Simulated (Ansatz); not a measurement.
Al₂Ga₅, relaxed as a doublet with UKS PBE-D4/def2-SVP in Ansatz, starting from packed atoms. Force threshold 0.03 eV/Å.

The structure comes from a short search, and lower isomers may exist.

Start:

```tsv
atom	x (Å)	y (Å)	z (Å)
Al1	-0.7084	-2.0728	-0.7560
Al2	-0.0313	2.1015	-1.1322
Ga3	-0.1190	-0.1988	-2.5222
Ga4	-0.9489	0.2550	0.0741
Ga5	0.7546	1.5676	1.4307
Ga6	-0.1170	-1.1224	2.5658
Ga7	1.1700	-0.5300	0.3396
```

| step | energy (eV) | largest force component (eV/Å) | SCF passes |
| --- | --- | --- | --- |
| 1 | -275000.2769 | 2.701 | 35 |
| 2 | -275001.0764 | 1.242 | 42 |
| 3 | -275001.4115 | 0.463 | 47 |
| 4 | -275001.6712 | 0.654 | 46 |
| 5 | -275002.0834 | 0.544 | 41 |
| 6 | -275002.4968 | 0.622 | 44 |
| 7 | -275002.8428 | 0.863 | 36 |
| 8 | -275003.0125 | 0.495 | 30 |
| 9 | -275003.0888 | 0.274 | 33 |
| 10 (rejected) | -275003.0782 | 0.255 | 32 |
| 11 | -275003.1248 | 0.057 | 31 |
| 12 | -275003.1303 | 0.042 | 27 |
| 13 (rejected) | -275003.1253 | 0.150 | 31 |
| 14 | -275003.1346 | 0.034 | 26 |
| 15 | -275003.1356 | 0.040 | 26 |
| 16 | -275003.1367 | 0.027 | 26 |

Force components are those of the run's own axes.

End:

```xyz
7

Al   -0.748   -1.641   -0.494
Al   -0.362    1.804   -0.964
Ga    0.574   -0.219   -2.292
Ga   -1.934    0.376    0.441
Ga    1.003    1.350    1.148
Ga   -0.222   -0.873    2.130
Ga    1.690   -0.797    0.031
```

Bonds lost: Ga3–Ga4, Ga4–Ga5, Ga4–Ga7 (atoms count from 1). Bonds formed: Al1–Ga6, Ga3–Ga7 (atoms count from 1).

No frequencies were taken in this run, so the end may be a saddle point.

Hardware: 6 threads of Intel Xeon on a shared host. Wall time 2.1 min.
